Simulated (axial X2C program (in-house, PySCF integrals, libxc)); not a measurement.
# Worked dissociation energy of SbH: CCSD(T), without spin–orbit coupling

All values were computed with an in-house all-electron X2C program for linear molecules (integrals from PySCF). Spin-free means the one-electron spin-free X2C Hamiltonian. Basis: Sb dyall-cv3z [11s12p8d4f1g], H dyall-v3z [6s2p1d] (cores contracted in-house); Gaussian nuclei, density fitting, unrestricted open shells. Masses: Sb 120.904 u, H 1.008 u.

Molecular state: M_S = 1, Λ = 0 (beyond evenly filled blocks: π+α, π-α).

Correlated methods: 6 electrons correlated (number of frozen shells: Sb 4 s, 3 p, 2 d; H none), 190 virtual spin orbitals or spinors in MP2, 75 natural virtuals in coupled cluster.

* E(Sb) (2M_S = 3, M_L = 0): -6478.118412 hartree
* E(H) (2M_S = 1, M_L = 0): -0.500004 hartree
* E(SbH) at Re: -6478.710465 hartree
* ωe: 1910.2 cm⁻¹
* ωexe: 33 cm⁻¹

(1) Work out De and D0.

The state is a single determinant with fixed occupations, the lowest that a limited PBE0 search found. De is counted from the lowest determinant-based energies of the atoms at the same level, without counterpoise correction. CCSD and (T) use frozen natural virtuals with an MP2 correction for the truncation; (T) itself is uncorrected, so its De runs slightly low. Other states lie close and PBE0, whose exact exchange favours high spin, may order them wrongly; the determinant shown need not be the ground state. The nearest other spin-free determinant of the search, M_S = 0, Λ = 2, lies 0.86 eV up at the distance of the search. With the outer-core shells frozen, correlated bond lengths of heavy atoms tend to come out a few hundredths of an ångström too long.

Each atomic determinant is the lowest at this level and need not be a pure term. Totals compare only within one Hamiltonian and basis.

Answers

(1) De = -6478.118412 + (-0.500004) − (-6478.710465) = 0.09205 hartree = 2.505 eV. The zero-point energy is ωe/2 − ωexe/4 = 947 cm⁻¹ = 0.117 eV, so D0 = 2.387 eV.
